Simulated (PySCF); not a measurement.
```xyz
3
charge 0 multiplicity 1, angstrom
Tl    0.0000    0.0000   -0.1990
O     0.0000    0.0000   -2.0620
Cl    0.0000    0.0000    2.1109
```

Level of theory: PBE0 in PySCF with Tl def2-TZVP with ECP60, O def2-TZVP, Cl def2-TZVP; scalar-relativistic core potentials, no spin–orbit coupling; density-fitted integrals.

This geometry of TlOCl is a stationary point at this level.

(1) What is the point group?

(2) Is it a minimum?

(3) List the harmonic modes with their infrared intensities.

(4) What are the dipole moment and the gap between the highest occupied and lowest empty levels?

## Answers

(1) C∞v.

(2) Yes: all harmonic wavenumbers are real.

(3) 
```csv
symmetry,ω (cm⁻¹),"IR (km/mol, summed over degenerate members)"
π,134,35.2
σ+,364,30.3
σ+,756,44.1
```

(4) 2.49 D and 5.19 eV.

Only a few start shapes were tried, so a lower isomer may exist. With an element this heavy the missing spin–orbit coupling can shift these numbers.
